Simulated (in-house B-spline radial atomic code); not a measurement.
PBE hybrid excitations of Ba

Method: PBE hybrid with 0.8 exact exchange. Computed with an all-electron radial atomic-structure program (B-spline basis): linear response of the closed shell [Xe] 6s2 with the functional's adiabatic kernel; scalar-relativistic (spin-free one-electron X2C), finite nucleus, no spin-orbit coupling, no double excitations, S, P, D and F terms only; shells from n = 4 respond.

Spin-orbit coupling is strong here, so these LS terms don't match observed levels.

Command:
```bash
python run_td.py task.json out
```
Settings (radii: box in bohr, nucleus in fm):
```
Z                        56
electrons                56
configuration            [Xe] 6s2
hamiltonian              x2c
method                   pbeh
box_radius               75
exact_exchange_fraction  0.8
rms_radius               4.8378
intervals                76
```

Cost of the run: 3 s on 1 thread of Arm Neoverse N1, on a shared host.

The lowest states, in the order of their Tamm-Dancoff energies; the method's threshold (minus the highest occupied level) is 4.701 eV. Labels give the largest channel, * marks a mixed state, and oscillator strengths are full-response dipole values. Measured ¹D terms are left out, since they can mix with doubly excited terms. Semilocal kernels can invert the small singlet-triplet splittings of Rydberg terms. Energies in eV:

| state | full response | Tamm-Dancoff | oscillator strength | measured (J-weighted term) |
| --- | --- | --- | --- | --- |
| 6s → 5d 3D | 0.815 | 0.904 | - | 1.160 |
| 6s → 6p 3P | ? | ? | - | ? |
| 6s → 5d 1D | 1.389 | 1.435 | - | - |
| 6s → 6p 1P | 2.288 | 2.404 | 2.09 | 2.239 |
| 6s → 7s 3S | 3.128 | 3.137 | - | - |
| 6s → 7s 1S | 3.315 | 3.321 | - | - |
| 6s → 7p 3P | 3.634 | 3.639 | - | - |
| 6s → 6d 1D | 3.656 | 3.660 | - | - |
| 6s → 6d 3D | ? | ? | - | - |
| 6s → 7p 1P | 3.716 | 3.733 | 0.0399 | 4.035 |
| 6s → 8s 3S | 3.966 | 3.968 | - | - |
| 6s → 8s 1S | 4.005 | 4.008 | - | - |
| 6s → 4f 3F | 4.097 | 4.098 | - | - |
| 6s → 4f 1F | 4.098 | 4.099 | - | - |

(1) Where does 6s → 6p 3P lie?

(2) Where does 6s → 6d 3D lie?

(3) How large is the singlet-triplet splitting of 6s → 5d (D terms) in Tamm-Dancoff?

(4) What polarisabilities and dispersion coefficient does the method give?

Answers

(1) At 0.954 eV in full response, 1.210 eV in Tamm-Dancoff; measured 1.622 eV.

(2) At 3.672 eV in full response, 3.675 eV in Tamm-Dancoff.

(3) 0.531 eV, from the unrounded values.

(4) Dipole 309.5 bohr³, quadrupole 8976 bohr⁵, C6 6472 hartree·bohr⁶ for two such species. Recommended dipole value: 272 ± 10 bohr³ (Schwerdtfeger and Nagle, table of static dipole polarizabilities (2023 update)), which includes relativity and correlation.
